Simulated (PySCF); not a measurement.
Bonding in `CCO[SiH2]/C=C\OC`

Compound: C₅H₁₂O₂Si.
Numbering: `[CH3:1][CH2:2][O:3][SiH2:4]/[CH:5]=[CH:6]\[O:7][CH3:8]` (hydrogens: H9, H10, H11 on C1; H12, H13 on C2; H14, H15 on Si4; H16 on C5; H17 on C6; H18, H19, H20 on C8)

Structure used (GFN2-xTB), in Å, numbered top down from 1:
```
atom  x, y, z in Å
C1     2.946    1.005   -0.698
C2     1.577    0.349   -0.593
O3     1.687   -0.840    0.136
Si4    0.525   -1.831    0.681
C5    -0.761   -0.946    1.738
C6    -1.678   -0.136    1.223
O7    -1.730    0.119   -0.116
C8    -2.891    0.764   -0.576
H9     2.875    1.934   -1.257
H10    3.332    1.215    0.297
H11    3.639    0.337   -1.203
H12    1.182    0.129   -1.592
H13    0.869    1.022   -0.094
H14   -0.168   -2.504   -0.425
H15    1.350   -2.721    1.488
H16   -0.768   -1.072    2.809
H17   -2.422    0.387    1.822
H18   -2.724    0.989   -1.628
H19   -3.770    0.117   -0.479
H20   -3.075    1.696   -0.030
```

Bond orders from the PBE0/pcSseg-1 density (PySCF). Geometry: GFN2-xTB, one conformer, isolated molecule.

Q: Where do the orders between heavy atoms depart from those drawn in the SMILES?

A: The largest departure is 0.146, at Si4–C5 (drawn single, 0.854). Drawn single, order below 0.88: Si4–C5 (0.854).

Q: Set the Mayer orders of the bonds beside their lengths.

A: 
| bond | drawn as | length (Å) | Mayer order |
| --- | --- | --- | --- |
| C1–C2 | single | 1.522 | 1.062 |
| C2–O3 | single | 1.399 | 0.885 |
| O3–Si4 | single | 1.622 | 1.002 |
| Si4–C5 | single | 1.885 | 0.854 |
| C5–C6 | double | 1.327 | 1.870 |
| C6–O7 | single | 1.364 | 1.005 |
| O7–C8 | single | 1.405 | 0.906 |
| C1–H9 | single | 1.087 | 0.961 |
| C1–H10 | single | 1.087 | 0.967 |
| C1–H11 | single | 1.087 | 0.967 |
| C2–H12 | single | 1.097 | 0.951 |
| C2–H13 | single | 1.096 | 0.945 |
| Si4–H14 | single | 1.468 | 0.916 |
| Si4–H15 | single | 1.458 | 0.927 |
| C5–H16 | single | 1.078 | 0.941 |
| C6–H17 | single | 1.089 | 0.946 |
| C8–H18 | single | 1.089 | 0.971 |
| C8–H19 | single | 1.096 | 0.962 |
| C8–H20 | single | 1.096 | 0.958 |

Bonds between the same two heavy elements. C–C: lowest C1–C2 (1.062, 1.522 Å), highest C5–C6 (1.870, 1.327 Å). C–O: lowest C2–O3 (0.885, 1.399 Å), highest C6–O7 (1.005, 1.364 Å); in 1 of the 3 pairs the longer bond (by over 0.003 Å) has the higher order (by 0.02 or more).

Q: Sum the orders of all bonds at each heavy atom with more than one neighbour and set the sums beside the valence in the SMILES.

A: C1 3.957 (drawn 4), C2 3.843 (drawn 4), O3 1.887 (drawn 2), Si4 3.699 (drawn 4), C5 3.665 (drawn 4), C6 3.821 (drawn 4), O7 1.911 (drawn 2), C8 3.797 (drawn 4). Orders between atoms that aren't bonded are not in these sums.

For a closed shell the Mayer order of atoms A and B is Σ (PS)μν (PS)νμ over the basis functions μ on A and ν on B, with P the density and S the overlap matrix.
